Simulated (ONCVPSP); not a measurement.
Ce: one change to an ONCV potential, before and after

- Element: Ce
- Generator: ONCVPSP 4.0.1
- Type: optimised norm-conserving Vanderbilt (ONCV)
- Functional: revPBE
- Relativity: scalar-relativistic
- Frozen core: [Kr] 4d10
- Valence charge: 12
- Reference configuration: 4f1 5s2 5p6 5d1 6s1 (charge +1)
- Partial waves: 5s+6s: rc 2.25 bohr, ncon 4, nbas 9, qcut 5.1 1/bohr, 2 projectors; 5p: rc 2.70 bohr, ncon 4, nbas 8, qcut 4.1 1/bohr, 3 projectors, debl 3.8 Ha; 5d: rc 3.25 bohr, ncon 3, nbas 8, qcut 3.8 1/bohr, 2 projectors, debl 0.6 Ha; 4f: rc 0.85 bohr, ncon 3, nbas 8, qcut 14.7 1/bohr, 1 projector
- Local potential: polynomial inside 0.80 bohr (lpopt 4, dvloc0 3 Ha)
- Core correction: polynomial model core, fcfact 0.4

All-electron outer shells of the reference configuration (revPBE, scalar-relativistic, ld1.x):

```tsv
shell	level (eV)	outermost node (bohr)	outermost maximum (bohr)
4d	-116.38	0.31	0.66
5s	-46.46	0.75	1.37
5p	-29.09	0.81	1.55
4f	-11.23	–	0.71
5d	-8.50	0.92	2.12
6s	-8.38	1.81	3.54
```

Change: p: debl 0.3. In the p channel the program set the typed energies aside and used -1.069, 0.250, 0.550 Ha.

Cutoffs: the cutoffs (Ha) at which the residual kinetic energy of the hardest occupied pseudo-wave falls to 1 and 0.1 mHa per electron; they do not see the model core or the augmentation charge, which bear on the density cutoff. Errors are all-electron minus pseudo energies relative to the spin-unpolarised reference configuration.

Q: What does the change do?

A: The potential gets neither clearly harder nor softer (141 Ha and 485 Ha → 141 Ha and 485 Ha); both files keep a bound ghost (d, s); the lowest positive-energy flag moves from p at 121.0 eV to p at 28.6 eV; the errors of the 4 common tests hardly move.

```tsv
quantity	base	changed
cutoff, loose	141 Ha	141 Ha
cutoff, tight	485 Ha	485 Ha
bound ghosts	s, d	s, d
GHOST(+) flags under 300 eV	p at 121.0 eV	p at 28.6 eV
error for 4f1 5s2 5p6 5d1 6s2, meV [ΔE -6.00 eV]	+0.7	+0.7
error for 4f1 5s2 5p6 5d1 6s0, meV [ΔE 10.95 eV]	-3.5	-3.5
error for 4f1 5s2 5p6 5d0 6s0, meV [ΔE 30.07 eV]	+21	+21
error for 4f1 5s2 5p6 5d2 6s0, meV [ΔE 0.12 eV]	-0.5	-0.3
s: phases at 2.28 bohr within 0.05 rad from the reference energy up to (Ha; the scan ends near 5)	4.6	4.6
p: phases at 2.74 bohr within 0.05 rad from the reference energy up to (Ha; the scan ends near 5)	4.2	4.4
d: phases at 3.30 bohr within 0.05 rad from the reference energy up to (Ha; the scan ends near 5)	3.0	3.0
f: phases at 0.86 bohr within 0.05 rad from the reference energy up to (Ha; the scan ends near 5)	to the end of the scan	to the end of the scan
rms error of d²Exc/dni dnj with the model core, mHa	1.72	1.72
```

 A true bound ghost makes a file unfit for plane-wave use even where its test errors are small: the radial tests pick states by their node count and pass the ghost by.
